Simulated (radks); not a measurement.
Values are calculated unless marked as measured or tabulated.
Problem. Radial electron density D(r) = 4 pi r^2 rho(r) of an atom or ion with 18 electrons. Level of theory: non-relativistic Kohn-Sham, LDA (Slater exchange, Perdew-Wang correlation), spin-polarised, spherical densities, point nucleus (a radial shooting solver on a logarithmic mesh with Libxc functionals).

r (bohr),D(r) (e/bohr)
0.003642,1.009
0.004593,1.539
0.005793,2.321
0.007306,3.455
0.009213,5.053
0.01162,7.232
0.01465,10.07
0.01848,13.55
0.0233,17.47
0.02963,21.49
0.03736,24.55
0.04712,25.96
0.05942,25.21
0.07494,22.75
0.0945,20.22
0.1192,19.83
0.1503,22.54
0.1895,26.54
0.239,27.81
0.3015,23.52
0.3802,15.45
0.4794,9.010
0.6046,7.682
0.7625,9.254
0.9616,9.164
1.213,6.207
1.529,2.741
1.929,0.7455
2.432,0.1142
3.068,0.008708

What is the nuclear charge?

Solution. Z = 22. The innermost maximum, from 1s, lies near 1/Z = 0.0455 bohr (found: 0.0490), and its height grows with Z. The density is that of the titanium ion Ti4+ in [Ar]; the configuration itself is not fixed sharply by these data, and Z only to about a unit. D(r) has 3 maxima, at r = 0.0490, 0.226, 0.853 bohr, and minima at 0.110, 0.572 bohr, inside which lie 2.14, 10.37 electrons.
